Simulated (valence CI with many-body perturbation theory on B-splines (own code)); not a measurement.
## N+: electric-dipole lines

Level of theory: configuration interaction combined with many-body perturbation theory (CI+MBPT): four valence electrons over a frozen Dirac-Fock core [He], a basis of 11 s, 11 p, 10 d, 8 f, 5 g, 2 h functions for each j, with the one-electron correlation potential Σ1, the two-electron term Σ2, the three-electron term Σ3, Breit, model QED; selected CI, second order for the rest, scaled by the run's own slope (own B-spline code, finite nucleus).

Against 39 measured levels this calculation errs by 76 cm⁻¹ on average and by 300 at most. These come from a selection out of the NIST Handbook of Basic Atomic Spectroscopic Data. Levels without a partner in it may be off by more. Among the levels kept, up to 1700 cm⁻¹ of a level comes from second order outside the variational space, and about a tenth of that is noise between levels of different J, which matters for small intervals.

Lines 1 to 50 of 505 in falling wavelength, among levels below 229464 cm⁻¹, chosen from the strongest by gf and those to the six lowest levels. Wavelengths and rates use the calculated energies, so an error of 80 cm⁻¹ moves a line at 4999 nm by 4 % and its rate by three times that or more. Electric multipoles are in the length gauge, E1 and E2 with the static RPA response of the core. Weak lines are less certain than strong ones. Lines between different terms over intervals too small for the method are left out, as are lines whose strength nearly cancels. Where a level lies close to another of its J and parity, the split of strength between their lines is uncertain. The highest levels of a list are the least certain.

Names give the largest LS component (configuration and term), which can be under half, so a name can repeat, a term be missing and a line seem to break the LS rules; names also repeat where a configuration has a term twice.

```csv
λ vac (nm),Upper,Lower,A (s⁻¹),S (a.u.)
4999,2s2 2p 6d 1D°_2,2s2 2p 6p 1P_1,5.04e+05,1.55e+02
4993,2s2 2p 6d 3D°_2,2s2 2p 6p 3D_1,3.03e+05,9.31e+01
4950,2s2 2p 6d 3D°_1,2s2 2p 6p 1P_1,3.77e+05,6.77e+01
4909,2s2 2p 6p 3P_1,2s2 2p 6s 3P°_2,1.23e+06,2.15e+02
4868,2s2 2p 5p 1P_1,2s2 2p 5s 1P°_1,1.09e+06,1.87e+02
4785,2s2 2p 6p 3P_2,2s2 2p 6s 3P°_2,1.32e+06,3.58e+02
4734,2s2 2p 6d 3D°_2,2s2 2p 6p 1P_1,2.74e+05,7.17e+01
4717,2s2 2p 6p 3P_0,2s2 2p 6s 3P°_1,2.44e+06,1.26e+02
4710,2s2 2p 5d 1P°_1,2s2 2p 5p 1S_0,1.30e+06,2.01e+02
4657,2s2 2p 7p 3S_1,2s2 2p 6d 3P°_1,6.14e+05,9.17e+01
4656,2s2 2p 7p 3S_1,2s2 2p 6d 3P°_2,1.43e+06,2.14e+02
4648,2s2 2p 6p 1D_2,2s2 2p 6s 3P°_2,7.00e+05,1.73e+02
4631,2s2 2p 5d 1D°_2,2s2 2p 5p 1D_2,4.09e+05,1.00e+02
4534,2s2 2p 6p 3P_1,2s2 2p 6s 3P°_1,5.18e+05,7.15e+01
4486,2s2 2p 7s 1P°_1,2s2 2p 6p 1S_0,4.59e+05,6.13e+01
4461,2s2 2p 7p 3P_2,2s2 2p 6d 1F°_3,6.70e+05,1.47e+02
4441,2s2 2p 7p 1P_1,2s2 2p 6d 1D°_2,1.87e+06,2.43e+02
4439,2s2 2p 7p 3D_3,2s2 2p 6d 3D°_3,5.52e+05,1.67e+02
4428,2s2 2p 6p 3P_2,2s2 2p 6s 3P°_1,4.76e+05,1.02e+02
4408,2s2 2p 7p 3D_1,2s2 2p 6d 3F°_2,2.11e+06,2.67e+02
4387,2s2 2p 6p 3P_1,2s2 2p 6s 3P°_0,7.28e+05,9.10e+01
4383,2s2 2p 7p 1D_2,2s2 2p 6d 1F°_3,1.27e+06,2.63e+02
4381,2s2 2p 7p 3S_1,2s2 2p 6d 3D°_2,5.93e+05,7.38e+01
4260,2s2 2p 7p 3D_2,2s2 2p 6d 3F°_3,2.50e+06,4.77e+02
4238,2s2 2p 7p 3D_3,2s2 2p 6d 3F°_4,2.45e+06,6.45e+02
4235,2s2 2p 7p 3P_1,2s2 2p 6d 3P°_1,6.36e+05,7.15e+01
4148,2s2 2p 6p 1S_0,2s2 2p 6s 1P°_1,2.45e+06,8.62e+01
4140,2s2 2p 7p 3P_2,2s2 2p 6d 3P°_2,3.13e+05,5.48e+01
4073,2s2 2p 7p 1D_2,2s2 2p 6d 3P°_2,3.40e+05,5.67e+01
4072,2s2 2p 6s 3P°_2,2p4 3P_2,3.45e+05,5.75e+01
4072,2s2 2p 7s 3P°_0,2s2 2p 6p 3P_1,1.83e+06,6.09e+01
4055,2s2 2p 7s 3P°_1,2s2 2p 6p 3P_2,8.21e+05,8.10e+01
4054,2p4 1D_2,2s2 2p 6d 1F°_3,7.67e+05,1.26e+02
4047,2s2 2p 6d 1P°_1,2s2 2p 6p 1P_1,7.31e+05,7.18e+01
4008,2s2 2p 7p 3P_0,2s2 2p 6d 3D°_1,2.63e+06,8.36e+01
4006,2s2 2p 7p 3P_1,2s2 2p 6d 3D°_2,1.02e+06,9.73e+01
3939,2s2 2p 7p 3P_2,2s2 2p 6d 3D°_3,1.21e+06,1.82e+02
3921,2s2 2p 7p 3P_2,2s2 2p 6d 3D°_2,3.49e+05,5.18e+01
3878,2s2 2p 7p 1D_2,2s2 2p 6d 3D°_3,5.63e+05,8.10e+01
3870,2s2 2p 7s 3P°_2,2s2 2p 6p 1D_2,7.36e+05,1.05e+02
3863,2s2 2p 5d 3D°_1,2s2 2p 5p 3P_1,6.38e+05,5.45e+01
3839,2s2 2p 7s 3P°_1,2s2 2p 6p 3P_0,8.77e+05,7.35e+01
3820,2s2 2p 5d 3D°_3,2s2 2p 5p 3P_2,1.95e+06,3.76e+02
3780,2s2 2p 7s 3P°_2,2s2 2p 6p 3P_2,1.49e+06,1.98e+02
3772,2s2 2p 5d 3D°_1,2s2 2p 5p 3P_0,1.40e+06,1.11e+02
3769,2s2 2p 5d 3D°_2,2s2 2p 5p 3P_1,1.60e+06,2.11e+02
3755,2s2 2p 7p 1S_0,2s2 2p 6d 1P°_1,4.34e+06,1.14e+02
3726,2s2 2p 7s 1P°_1,2s2 2p 6p 1D_2,2.92e+06,2.24e+02
3706,2s2 2p 7s 3P°_2,2s2 2p 6p 3P_1,9.23e+05,1.16e+02
3643,2s2 2p 7s 1P°_1,2s2 2p 6p 3P_2,9.74e+05,6.97e+01
```
